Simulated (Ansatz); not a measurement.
Basis-set extrapolation for AlH₆OPSi (PBE0-D4/def2-TZVP geometry, frozen core, the Gaussian-basis code of Ansatz). Multiplicity 1, RHF reference.

```
                      def2-TZVPP   def2-QZVPP
                 HF  -950.047572  -950.078300
    MP2 correlation    -0.600815    -0.648244
CCSD(T) correlation    -0.678274      not run
```

Energies in hartree. Use E(X) = E(∞) + A·exp(−7.88·√X) for Hartree–Fock and E(X) = E(∞) + B·X^(−2.97) for correlation, with X = 3 and 4, and add CCSD(T) minus MP2 of the smaller set to the MP2 limit.

Q: What is the CCSD(T) energy at the basis-set limit?

A: HF limit: -950.078300 + (-0.030728) × 0.13774 = -950.08253. MP2 limit: -0.648244 + (-0.047429) × 0.74074 = -0.68338. Higher-order term: -0.678274 − (-0.600815) = -0.07746. Total: -950.84337 hartree, 3.20 eV below CCSD(T)/def2-TZVPP.
